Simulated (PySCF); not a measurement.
These compounds are isomers of formula C4H7N3.

A. SMILES Cc1nn[nH]c1C
B. `Cc1cn(C)nn1`
C. `Cc1cnnn1C`

Spectrum 1. 13C{1H} NMR (computed): δ 138.2 (C), 137.3 (CH), 34.6 (CH3), 10.9 (CH3).

Spectrum 2. 13C{1H} NMR (computed): δ 142.1 (C), 134.5 (C), 12.2 (CH3), 9.3 (CH3).

Spectrum 3. 13C{1H} NMR (computed): δ 149.3 (C), 126.9 (CH), 36.1 (CH3), 13.5 (CH3).

- geometry from GFN2-xTB
- shieldings: GIAO PBE0/pcSseg-1
- spin–spin couplings from B3LYP/pcJ-1 (spin–dipole term left out of most H,H and C,H couplings)
- program: PySCF 2.14
- one conformer, no solvent, equivalent nuclei averaged, no relativistic terms

Scale: TMS for 13C (σref 186.93) (reference shieldings calculated alike). Shifts are as computed. Against solution values, carbons near 30 ppm lie about +3 ppm off and those near 130 ppm about +5 ppm. Of 1211 compounds with measured shifts, 218 miss one by over three times the rms of a fit or turn the order of signals round; such compounds aren't used in these exercises.

Match each spectrum to its structure.

## Answers

1–C, 2–A, 3–B.

- Spectrum 1 (C): 4 13C signals; δC 34.6 is a methyl carbon bonded to N; δC 10.9 is a methyl carbon on an aromatic ring.
- Spectrum 2 (A): 4 13C signals; δC 12.2 is a methyl carbon on an aromatic ring; δC 9.3 is a methyl carbon on an aromatic ring.
- Spectrum 3 (B): 4 13C signals; δC 36.1 is a methyl carbon bonded to N; δC 13.5 is a methyl carbon on an aromatic ring.
